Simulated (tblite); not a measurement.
Compound: C9H9OP.
Geometry (GFN2-xTB, Å), atoms numbered from 1 in this order:
```
atom  x, y, z in Å
C1    -2.0878    3.2879    0.2671
C2    -1.1883    2.5053    0.1195
C3    -0.1119    1.6218   -0.0606
P4     1.5592    2.1221   -0.4457
C5     1.9709    0.4571   -0.4433
C6     3.2998   -0.1675   -0.6965
O7     0.9579   -0.3896   -0.1797
C8    -0.1985    0.2556    0.0325
C9    -1.3963   -0.5371    0.3314
C10   -1.2680   -1.8104    1.1289
C11   -1.5836   -1.8810   -0.3271
H12   -2.8781    3.9641    0.3994
H13    4.0354    0.6057   -0.8994
H14    3.2475   -0.8446   -1.5499
H15    3.6210   -0.7467    0.1699
H16   -2.2724    0.0781    0.4907
H17   -2.0448   -2.0383    1.8421
H18   -0.2778   -2.0985    1.4472
H19   -2.5814   -2.1568   -0.6309
H20   -0.8079   -2.2165   -0.9984
```

Level: GFN2-xTB in tblite, geometry and Hessian alike; calculated harmonic values, unscaled, isolated species. Errors from tens to a few hundred cm⁻¹ against measured bands are possible. One conformer, not necessarily the lowest.

Harmonic wavenumbers (cm⁻¹): 47.3, 89.1, 97.8, 106.9, 125.7, 141.7, 223.9, 286.3, 316.5, 332.2, 421.7, 430.0, 447.3, 465.7, 578.7, 607.4, 637.1, 644.4, 698.5, 762.5, 802.2, 861.8, 890.9, 947.7, 971.7, 1020.1, 1020.8, 1060.3, 1068.9, 1070.3, 1090.6, 1154.2, 1165.6, 1225.0, 1247.2, 1293.7, 1295.1, 1370.1, 1396.7, 1428.0, 1459.7, 1472.5, 1474.8, 1532.8, 2250.5, 2983.9, 3000.4, 3053.4, 3067.2, 3092.6, 3094.5, 3099.0, 3118.1, 3399.9.

A = 1131, B = 952.7, C = 540.7 MHz; mass 164.039 u (most abundant isotopes); point group Cs, symmetry number 1.

Zero-point energy?

Half the sum of the wavenumbers: 32970 cm⁻¹ = 94.27 kcal/mol.

Give the ideal-gas entropy at 400 K and 1 bar in the rigid-rotor, harmonic-oscillator model (classical rotation).

Translation 42.68, rotation 31.57, vibration 46.36: S = 120.6 cal/(mol K).

And Cp and H(400 K) − H(0)?

Cp = 54.69 cal/(mol K), of which vibrations give 46.74 (their classical limit is 54 R = 107.3); H(400 K) − H(0) = 12.81 kcal/mol without the zero-point energy, 9.63 from vibrations.

Blend soft modes into free rotors: weight 1/[1 + (100 cm⁻¹/ν̃)⁴] for the oscillator and the rest for a rotor with moment μB/(μ + B), μ = h/(8π²ν), B = 10⁻⁴⁴ kg m². What vibrational entropy results?

43.09 cal/(mol K) in place of 46.36, which changes −T·S at 400 K by +1.31 kcal/mol.

How do the functions run with temperature in this model?

```tsv
T (K)	S (cal/(mol K))	Cp (cal/(mol K))	H − H(0) (kcal/mol)	G − H(0) (kcal/mol)	ln q(vib)
50	61.1	14.4	0.52	-2.54	0.53
100	73.2	20.8	1.40	-5.92	1.96
298.15	106.2	43.7	7.79	-23.87	8.10
373.15	116.9	52.0	11.38	-32.24	10.39
500	133.8	63.7	18.75	-48.16	14.21
750	162.9	79.3	36.79	-85.35	21.39
1000	187.1	89.1	57.94	-129.19	27.98
```

q(vib) and H(0) count from the zero-point level.

Which modes carry the vibrational entropy at 400 K?

47.3 cm⁻¹: 5.51; 89.1 cm⁻¹: 4.26; 97.8 cm⁻¹: 4.07; 106.9 cm⁻¹: 3.90; 125.7 cm⁻¹: 3.58; 141.7 cm⁻¹: 3.35 cal/(mol K); the other 48 give 21.69 together.

What must be added to the electronic energy to get the Gibbs energy at 400 K and 1 bar?

ZPE + [H(400 K) − H(0)] − T·S = 94.27 + 12.81 − 48.24 = 58.84 kcal/mol.

Hindered rotation and anharmonicity are outside this model. Other conformers, if any are populated, would add a mixing term that is left out.
